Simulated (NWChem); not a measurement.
# C₄HCoO₄; SMILES [O+]#[C-]->[CoH](<-[C-]#[O+])(<-[C-]#[O+])<-[C-]#[O+]

Not confirmed as a minimum by frequencies. B3LYP is NWChem's, with the RPA form of VWN correlation.

Q: Give the equilibrium geometry at B3LYP/6-31G* (spherical d) (NWChem) as an XYZ file, with the point group.

A: point group C3v; any orientation.
```
10

Co     0.0000     0.0005     0.1545
O     -0.7810    -2.7760     0.7070
C     -0.4783    -1.6997     0.4459
O      2.7968     0.7148     0.6949
C      1.7125     0.4378     0.4385
O     -0.0002    -0.0096    -2.7860
C     -0.0002    -0.0056    -1.6401
O     -2.0158     2.0679     0.6906
C     -1.2343     1.2663     0.4359
H      0.0002     0.0056     1.6434
```
